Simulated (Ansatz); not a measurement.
Cost and result for the atomization energy of C3H7FGe, SMILES `C=[CH][GeH2][CH2]F` (12 atoms, 11 bonds).

Cartesian coordinates in Å:
```
C -0.007 -0.212 -2.277
C -0.432 0.373 -1.164
Ge -0.506 -0.532 0.546
C 0.673 0.390 1.839
F 0.258 1.706 1.995
H 0.036 0.319 -3.225
H 0.316 -1.249 -2.296
H -0.745 1.414 -1.202
H -1.935 -0.530 1.116
H -0.009 -1.980 0.370
H 0.646 -0.096 2.818
H 1.707 0.398 1.481
```

Total charge 0; spin multiplicity 1. Correlated methods include outer-core shells of Ge, which these sets cover unevenly. Scalar relativity is left out up to krypton. The structure was optimised at the PBE0-D4/def2-TZVP level. It is one conformer, not always the lowest. Program: Ansatz. All runs use 4 threads of an Arm Neoverse V1 on a shared host. Times are those of one run each, without the atoms' runs, and a repeat can differ threefold. Electronic energies, without spin–orbit coupling; frozen cores. CCSD(T)/CBS adds CCSD(T) − MP2 in def2-TZVPP to the MP2 limit, and its time is that of the two runs behind it. T1 = 0.011. With those shells the extrapolation isn't a true limit. B3LYP takes the VWN-RPA correlation (the form of Gaussian; ORCA's B3LYP/G).

CCSD(T)/CBS is a level of theory with its own doubt, some kJ/mol a heavy atom from the limit and from the frozen cores, so smaller differences don't rank the functionals.

```json
{"level": "PBE-D4/def2-TZVPP (with forces)", "functions": "270", "wall time": "2.9 s"}
{"level": "PBE0-D4/def2-TZVPP", "functions": "270", "wall time": "3.7 s"}
{"level": "r2SCAN-D4/def2-TZVPP (with forces)", "functions": "270", "wall time": "5.5 s"}
{"level": "B3LYP-D4/def2-TZVPP (with forces)", "functions": "270", "wall time": "6 s"}
{"level": "B2PLYP/def2-TZVPP", "functions": "270", "wall time": "7 s"}
{"level": "ωB97X-V/def2-TZVPP", "functions": "270", "wall time": "9 s"}
{"level": "ωB97M-V/def2-TZVPP (with forces)", "functions": "270", "wall time": "14 s"}
{"level": "MP2/def2-QZVPP", "functions": "527", "wall time": "32 s"}
{"level": "CCSD(T)/def2-TZVPP", "functions": "270", "wall time": "5.8 min"}
{"level": "CCSD(T)/CBS(def2)", "functions": "–", "wall time": "6.3 min"}
```

(1) What atomization energy does each give, and how far from CCSD(T)/CBS? (Best estimate.)

Results:

(1) The calculation gave: 
```json
{"level": "PBE-D4/def2-TZVPP (with forces)", "atomization (kcal/mol)": "1063.7", "difference from CCSD(T)/CBS": "17.6", "per bond": "1.6"}
{"level": "PBE0-D4/def2-TZVPP", "atomization (kcal/mol)": "1046.2", "difference from CCSD(T)/CBS": "0.1", "per bond": "0.0"}
{"level": "r2SCAN-D4/def2-TZVPP (with forces)", "atomization (kcal/mol)": "1046.8", "difference from CCSD(T)/CBS": "0.7", "per bond": "0.1"}
{"level": "B3LYP-D4/def2-TZVPP (with forces)", "atomization (kcal/mol)": "1042.9", "difference from CCSD(T)/CBS": "-3.2", "per bond": "-0.3"}
{"level": "B2PLYP/def2-TZVPP", "atomization (kcal/mol)": "1033.7", "difference from CCSD(T)/CBS": "-12.4", "per bond": "-1.1"}
{"level": "ωB97X-V/def2-TZVPP", "atomization (kcal/mol)": "1046.8", "difference from CCSD(T)/CBS": "0.7", "per bond": "0.1"}
{"level": "ωB97M-V/def2-TZVPP (with forces)", "atomization (kcal/mol)": "1043.8", "difference from CCSD(T)/CBS": "-2.3", "per bond": "-0.2"}
{"level": "MP2/def2-QZVPP", "atomization (kcal/mol)": "1048.2", "difference from CCSD(T)/CBS": "2.1", "per bond": "0.2"}
{"level": "CCSD(T)/def2-TZVPP", "atomization (kcal/mol)": "1024.2", "difference from CCSD(T)/CBS": "-21.9", "per bond": "-2.0"}
{"level": "CCSD(T)/CBS(def2)", "atomization (kcal/mol)": "1046.1", "difference from CCSD(T)/CBS": "0.0", "per bond": "0.0"}
```

In def2-TZVPP, CCSD(T) changes the Hartree–Fock value by +256.8 kcal/mol (the triples alone add +15.1 kcal/mol) and MP2 by +268.1 kcal/mol; breaking electron pairs costs correlation energy, which Hartree–Fock lacks. The D4 term adds +8.5 kcal/mol with B3LYP and +4.5 kcal/mol with PBE0; it sums over pairs of atoms, weighted by their polarisabilities, and B3LYP, whose exchange is more repulsive, gets the larger term. From PBE to PBE0 (25 % exact exchange), in def2-TZVPP and without D4, the atomization energy moves by −16.7 kcal/mol: exact exchange takes away binding that semilocal exchange gives to molecules.
